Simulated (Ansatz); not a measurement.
## Abstraction of F: CH7FSi2 + C2H5Mg → CH7Si2 + C2H5FMg

Species: CH7FSi2 `F[SiH2]C[SiH3]`, singlet; C2H5Mg `C[CH2][Mg]`, doublet; CH7Si2 `[SiH2]C[SiH3]`, doublet; C2H5FMg `C[CH2][Mg][F]`, singlet. A radical takes F: the energy is the difference in strength between the Si–F bond broken and the Mg–F bond made.

Shapes, held fixed at every level: PBE0-D4/def2-TZVP. Flexible molecules stand in one conformer, not always the lowest. Programs: Ansatz 0.2.0. Electronic energies: no zero-point or thermal term.

Question: Estimate ΔE of this reaction.

Answer: The highest level, CCSD(T)/def2-TZVPP, gives ΔE = +58.6 kJ/mol; the levels span +53.8 to +73.7. The column of differences is taken from that level and isn't an error. No measured value is set beside it here. Open shells run unrestricted unless RO is named. Correlated rows may include outer-core shells of Mg, which these sets cover unevenly. Times are processor times on shared x86 and Arm servers, and rough.

```csv
level,kind,ΔE (kJ/mol),less CCSD(T)/def2-TZVPP,CPU time (sum over the molecules)
HF/def2-TZVPP,Hartree–Fock,+73.7,+15.1,–
r2SCAN-D4/def2-TZVPP,meta-GGA,+53.8,-4.8,63 s
B3LYP-D4/def2-TZVPP,global hybrid,+59.2,+0.6,45 s
wB97M-V/def2-TZVPP,range-separated hybrid,+58.2,-0.4,2 min
wB97X-V/def2-TZVPP,range-separated hybrid,+55.3,-3.3,94 s
MP2/def2-TZVPP,perturbation theory,+57.6,-1.0,–
CCSD(T)/def2-TZVPP,coupled cluster or CI,+58.6,0.0,18 min
```
